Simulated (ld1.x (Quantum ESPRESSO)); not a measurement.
Before and after: TM potential for P (Z = 15)

ld1.x (Quantum ESPRESSO) 7.5 input, shortened:

```
&input
   title='P', zed=15., rel=1, dft='REVPBE', iswitch=3,
   config='[Ne] 3s1.5 3p3.5'
 /
 &inputp
   pseudotype=2, tm=.true., lloc=-2, rcloc=1.20,
   nlcc=.true., rcore=0.75
 /
2
3S  1  0   1.50   0.00  1.55  1.55  0.0
3P  2  1   3.50   0.00  1.20  1.20  0.0
 &test
   configts(1)='3s1.5 3p3.5'
 /
```

All-electron outer shells of the reference configuration (revPBE, scalar-relativistic, ld1.x):

| shell | level (eV) | outermost node (bohr) | outermost maximum (bohr) |
| --- | --- | --- | --- |
| 2s | -174.89 | 0.14 | 0.42 |
| 2p | -125.23 | – | 0.36 |
| 3s | -14.30 | 0.65 | 1.58 |
| 3p | -5.77 | 0.64 | 1.83 |

Change: all radii but the core radius scaled by about 1.17 (s 1.82, p 1.40 bohr); local potential all-electron potential smoothed inside 1.40 bohr (lloc = -2).

Cutoffs: the cutoffs (Ry, on a coarse ladder) from which the occupation-weighted sum of valence levels, in a spherical-Bessel basis at the reference potential, stays within 10 and 1 mRy of its value at 400 Ry; they do not see the model core or the augmentation charge, which bear on the density cutoff. Errors are all-electron minus pseudo energies relative to the spin-unpolarised reference configuration.

Question: Predict the effect on cutoff, ghosts and configuration errors.

Answer: The potential gets softer (70 Ry and 100 Ry → 40 Ry and 70 Ry); of the 7 tests that both files solve, the error grows in 2 and shrinks in 3 by more than 15 % and 0.3 meV (median size 3.2 → 4.1 meV); neither file shows a bound ghost. A larger radius leaves more room for a smooth pseudo-wave, so fewer plane waves are needed.

| quantity | base | changed |
| --- | --- | --- |
| cutoff, loose | 70 Ry | 40 Ry |
| cutoff, tight | 100 Ry | 70 Ry |
| loose cutoff by channel (10 mRy a level) | s 18 Ry, p 60 Ry | s 15 Ry, p 8 Ry |
| bound ghosts | none | none |
| error for 3s2 3p3, meV [ΔE -4.25 eV] | +0.7 | -0.4 |
| error for 3s2 3p2, meV [ΔE 5.46 eV] | +2.7 | +1.6 |
| error for 3s2 3p1, meV [ΔE 24.58 eV] | +20 | +22 |
| error for 3s1 3p3, meV [ΔE 14.58 eV] | +6.0 | +4.1 |
| error for 3s2 3p3.3, meV [ΔE -5.55 eV] | +1.2 | +0.3 |
| error for 3s2 3p0, meV [ΔE 54.28 eV] | +58 | +79 |
| error for 3s0 3p5, meV [ΔE 12.93 eV] | +3.2 | -6.7 |
